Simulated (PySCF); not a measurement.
## 19F chemical shifts

Computed data (PySCF): shielding tensors at PBE0/pcSseg-1 (GIAO), GFN2-xTB geometry. Single conformer, isolated molecule, averaged over atoms made equivalent by symmetry, fast rotation or ring inversion, relativity neglected.

Shieldings were converted by a linear fit to measured shifts: 19F (scatter 6.0 ppm rms, 7.0 ppm with the 5 outliers that the fit left out vs CFCl3, solution or neat liquid, with a term for F on sp3 carbon). Occasional misses reach two or three times the rms, and more in compound classes unlike the fitted ones.

Q: Give the 19F shifts of `FC(F)(F)C([SiH3])[SiH3]`, `C=N[SiH2][C@@H](F)CC`, `CC(C)(C)S[SiH2]C(F)(F)F`, `C=[P@@]1(C)CC=C(F)C1`.

A: 
```json
{"compound": "FC(F)(F)C([SiH3])[SiH3]", "environment": "fluorine of a CF3 group (×3)", "δ (ppm)": "-54.9"}
{"compound": "C=N[SiH2][C@@H](F)CC", "environment": "fluorine on an sp3 carbon", "δ (ppm)": "-211.0"}
{"compound": "CC(C)(C)S[SiH2]C(F)(F)F", "environment": "fluorine of a CF3 group (×3)", "δ (ppm)": "-55.9"}
{"compound": "C=[P@@]1(C)CC=C(F)C1", "environment": "vinylic fluorine", "δ (ppm)": "-98.8"}
```

Q: Match the shifts -48.9, -78.5, -126.2, -151.7, -168.6, -218.0 ppm to `C=C/P=C(\F)C(C)C`, `FC[C@H]1CC[SiH2]N1`, `C[Si@H](O)CCOCF`, `C[SiH2]N1CC(F)C1`, `C/C=C/P1CC(F)C1`, `CC([SiH3])([SiH3])OC(F)F`.

A: -48.9: C=C/P=C(\F)C(C)C (fluorine bonded to C); -78.5: CC([SiH3])([SiH3])OC(F)F (fluorine of a CF2 group); -126.2: C/C=C/P1CC(F)C1 (fluorine on an sp3 carbon); -151.7: C[Si@H](O)CCOCF (fluorine on an sp3 carbon); -168.6: C[SiH2]N1CC(F)C1 (fluorine on an sp3 carbon); -218.0: FC[C@H]1CC[SiH2]N1 (fluorine on an sp3 carbon).
